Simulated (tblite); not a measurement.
C₅H₁₇NSi₂.
Atom-mapped SMILES: `[CH3:1][C:2]([CH3:3])([CH3:4])[Si@:5]([CH3:6])([NH2:7])[SiH3:8]` (hydrogens: H9, H10, H11 on C1; H12, H13, H14 on C3; H15, H16, H17 on C4; H18, H19, H20 on C6; H21, H22 on N7; H23, H24, H25 on Si8)

Structure optimised with GFN2-xTB, isolated species.

Problem. List the bond lengths, angles and torsions at this level.

Solution. 
```
                     bond  length (Å)   order
      C1–C2, C2–C3, C2–C4       1.529  single
                   C2–Si5       1.943  single
                   Si5–C6       1.906  single
                   Si5–N7       1.736  single
                  Si5–Si8       2.316  single
   C1–H9 and 8 like bonds       1.089  single
   C6–H18, C6–H19, C6–H20       1.085  single
           N7–H21, N7–H22       1.007  single
Si8–H23, Si8–H24, Si8–H25       1.467  single
```

Bonds in one row agree within 0.01 Å and their mean is given. Orders are formal, as drawn. A selection of angles:
```
     angle  degrees
  C1–C2–C3    108.9
 C1–C2–Si5    110.5
  C3–C2–C4    108.4
 C3–C2–Si5    111.1
 C2–Si5–C6    108.9
 C2–Si5–N7    112.9
C2–Si5–Si8    111.8
 C6–Si5–N7    103.7
C6–Si5–Si8    112.7
N7–Si5–Si8    106.7
H21–N7–Si5    119.8
H22–N7–Si5    119.5
```

Dihedral angles: C1–C2–Si5–C6 -64° (synclinal).

Of the pairs four or more bonds apart, Si8···H16 is among the closest relative to their van der Waals radii: 3.22 Å, 98 % of the sum of Bondi's values. All 3 C–C bonds measure 1.529 Å. N7 (silicon-bound nitrogen) has angles 119.8°, 119.5° and 109.8°, sum 349.1°, 0.23 Å off the plane of its three neighbours. Si8 (SiH3 silicon) is distorted tetrahedral (angles from 105.3° to 113.4°). The C–Si distances run from 1.906 Å (Si5–C6, drawn single) to 1.943 Å (C2–Si5, drawn single), a spread of 0.037 Å. Si5 (four-coordinate silicon) is distorted tetrahedral (angles from 103.7° to 112.9°).

Point group: C1 (no symmetry element, even within 0.4 Å). GFN2-xTB frequencies show an imaginary mode (31i cm⁻¹), so the point is no minimum at that level. Torsions: C2–Si5–N7–H 74° and -66°. 2 starts were optimised and ended at 0.00 and 0.11 kcal/mol (GFN2-xTB); the lowest of these is shown.

Time: 1.0 s wall. Hardware: an Arm Neoverse N1 with one thread, no GPU (shared host). That covers the optimisation of the geometry.

All values are computed, not measured.
